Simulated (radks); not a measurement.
Question: Neutral hydrogen, 1s1. All-electron calculation, non-relativistic Kohn-Sham, exchange-only B88, spin-polarised, spherical densities, point nucleus. Program: a radial shooting solver on a logarithmic mesh with Libxc functionals. Every spin shell is full or empty, so the densities are truly spherical. Functionals are evaluated on that one density, not self-consistently. Rank these orbital-free kinetic functionals by their error against the exact value of the orbitals, and give that value: Thomas-Fermi, TF + vW, TF + vW/9, TF + vW/5, LC94, APBEK, revAPBEK, Perdew 92, LKT, PG1, Ernzerhof.

Answer: Exact: 0.497914 hartree. From best to worst, with 100 (|E| - |E exact|)/|E exact| (equal figures are ties): APBEK +1.39, LC94 +1.51, TF + vW/9 +1.93, Perdew 92 +1.96, revAPBEK +2.28, Ernzerhof +5.55, Thomas-Fermi -9.18, TF + vW/5 +10.82, PG1 +53.98, LKT +61.44, TF + vW +90.82.
